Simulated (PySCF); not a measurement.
**Single point on CaPb⁺**

State: ²Π (doublet), unpaired electrons π ↑.

An equivalent input (the run itself took its basis sets from the Basis Set Exchange, started from a PBE0 density and held the occupation σ 10α 10β, πx 5α 4β, πy 4α 4β, δx 1α 1β, δy 1α 1β):

```python
from pyscf import gto, dft
mol = gto.M(atom='Ca 0 0 0; Pb 0 0 3.279', basis={'Ca': 'def2-SVPD', 'Pb': 'def2-SVPD'}, ecp={'Pb': 'def2-SVPD'},
            charge=1, spin=1, verbose=4, symmetry='C2v')
mf = dft.UKS(mol, xc='PBE')
mf.grids.atom_grid = (80, 434)
mf.grids.prune = dft.gen_grid.treutler_prune
mf.irrep_nelec = {'A1': (11, 11), 'A2': (1, 1), 'B1': (5, 4), 'B2': (4, 4)}
mf.conv_tol = 1e-9
mf.max_cycle = 60
mf.diis_space = 10
mf.kernel()
```

The log (some set-up lines and the per-cycle HOMO/LUMO lines removed):

```
******** <class 'pyscf.dft.uks_symm.SymAdaptedUKS'> ********
method = SymAdaptedUKS
damping factor = 0
level_shift factor = 0
DIIS = <class 'pyscf.scf.diis.CDIIS'>
diis_start_cycle = 1
diis_space = 10
diis_damp = 0
SCF conv_tol = 1e-09
SCF conv_tol_grad = None
SCF max_cycles = 60
number electrons alpha = 21  beta = 20
Set gradient conv threshold to 3.16228e-05
init E= -869.938962838259
cycle= 1 E= -869.937646525933  delta_E= 0.00132  |g|= 0.0432  |ddm|= 0.285
cycle= 2 E= -869.91695056758  delta_E= 0.0207  |g|= 0.117  |ddm|= 0.772
cycle= 3 E= -869.94070769237  delta_E= -0.0238  |g|= 0.00294  |ddm|= 0.565
cycle= 4 E= -869.940716846047  delta_E= -9.15e-06  |g|= 0.00134  |ddm|= 0.0189
cycle= 5 E= -869.940720097144  delta_E= -3.25e-06  |g|= 0.000298  |ddm|= 0.00876
cycle= 6 E= -869.940720487622  delta_E= -3.9e-07  |g|= 0.000107  |ddm|= 0.00306
cycle= 7 E= -869.94072062991  delta_E= -1.42e-07  |g|= 6.83e-05  |ddm|= 0.00292
cycle= 8 E= -869.940720646058  delta_E= -1.61e-08  |g|= 2.62e-05  |ddm|= 0.0011
cycle= 9 E= -869.940720647949  delta_E= -1.89e-09  |g|= 1.45e-06  |ddm|= 0.000295
cycle= 10 E= -869.940720647951  delta_E= -1.71e-12  |g|= 1.2e-06  |ddm|= 1.62e-05
Extra cycle  E= -869.940720647922  delta_E= 2.86e-11  |g|= 4.16e-06  |ddm|= 2.51e-05
converged SCF energy = -869.940720647922  <S^2> = 0.76182704  2S+1 = 2.0117923
```

Repeating this along the bond gives Re = 3.262 Å and ωe = 150 cm⁻¹.

A point of this curve took 0.94 CPU seconds beside 0.28 for the integrals, on Arm Neoverse V1 (shared host).

Spin–orbit coupling is left out, which matters for elements this heavy, above all for dissociation energies. The state was picked by a PBE0 search and need not be the measured ground state.
